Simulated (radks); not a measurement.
Initial-state core-level shifts of the iron ion Fe2+ when its valence configuration changes from [Ar] 3d6. Method: scalar-relativistic Kohn-Sham, PBEsol, spin-unpolarised, spherical densities, point nucleus; computed with a radial shooting solver on a logarithmic mesh with Libxc functionals. Shifts are changes of the shell-averaged eigenvalues in eV (positive: less bound).

| valence | 2s | 2p | 3s | 3p |
|---|---|---|---|---|
| 3d5 4p1 | -9.712 | -9.625 | -8.470 | -8.235 |
| 3d5 4s1 | -8.427 | -8.343 | -7.137 | -6.912 |
| 3d5.5 4p0.5 | -4.687 | -4.645 | -4.143 | -4.031 |
| 3d4 4s1 4p1 | -19.472 | -19.289 | -16.302 | -15.812 |
| 3d5.5 4s0.5 | -4.038 | -3.998 | -3.463 | -3.355 |
| 3d4 4s2 | -18.213 | -18.036 | -15.026 | -14.547 |
| 3d4.5 4p1.5 | -15.054 | -14.917 | -12.946 | -12.580 |
| 3d4.5 4s1.5 | -13.154 | -13.024 | -10.997 | -10.648 |
| 3d4 4p2 | -20.699 | -20.510 | -17.548 | -17.046 |
